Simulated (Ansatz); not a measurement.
`C#[C][SnH2][F]` + H• → `C#[C][SnH][F]`• + H₂ at 700 K and 1 bar (hydrogen abstraction from the Sn–H bond).

Program: Ansatz. Geometries: PBE0-D4/def2-TZVP. ΔE: electronic, gas phase. CCSD(T)/CBS is the MP2 limit (def2-TZVPP, def2-QZVPP) plus CCSD(T) − MP2 in def2-TZVPP, frozen cores. This one scheme is used for every species, atoms too. Open shells (•) are unrestricted, without spin–orbit coupling. Elements past krypton have def2 core potentials. For Sn outer-core shells are correlated without core-valence functions, so the limit isn't a true one: a few kJ/mol of doubt a bond, and 10 to 20 or more in all where bonds break to atoms.

```csv
species,CCSD(T)/CBS energy (Eh),H − E (kJ/mol),S (J/(mol·K))
`C#[C][SnH2][F]`,-391.67763,152.2,420.8
H•,-0.50000,14.6,132.5
`C#[C][SnH][F]`•,-391.04792,125.4,414.0
H₂,-1.17544,46.8,155.3
```

H − E and S are ideal-gas, rigid-rotor, harmonic terms from PBE0-D4/def2-TZVP, for one conformer and one mirror image of each species, with the whole ground term of open shells counted as degenerate. The MP2-based limit puts H₂ 0.8 mEh under its directly extrapolated value; such offsets cancel only in part. 1 Eh = 2625.50 kJ/mol, R = 8.31446 J/(mol·K).

**Question.** By hand: ΔE, ΔH, ΔS and ΔG.

**Answer.** ΔE = (-391.04792) + (-1.17544) − (-391.67763) − (-0.50000) = -0.04573 Eh = -120.1 kJ/mol. Δ(H − E) = 125.4 + 46.8 − 152.2 − 14.6 = 5.4, so ΔH = -114.7 kJ/mol. ΔS = 414.0 + 155.3 − 420.8 − 132.5 = 16.0 J/(mol·K). ΔG = -114.7 − 700 × (16.0)/1000 = -125.9 kJ/mol.

**Question.** By hand: the equilibrium constant, and the temperature at which ΔG would vanish if ΔH and ΔS stayed fixed.

**Answer.** log₁₀ K = −ΔG/(RT ln 10) = 9.4. ΔH and −TΔS have one sign here, so there is no such temperature.

ΔH outweighs TΔS. A doubt of 5 kJ/mol in ΔE shifts log₁₀ K by 0.4 here. Other conformers and mirror images would add mixing entropy, several J/(mol·K) or more a flexible species. These are equilibria of isolated gas molecules and say nothing of rates. Largest T1 diagnostic: 0.018 (customary marks: 0.02 for closed shells, 0.045 for open ones).
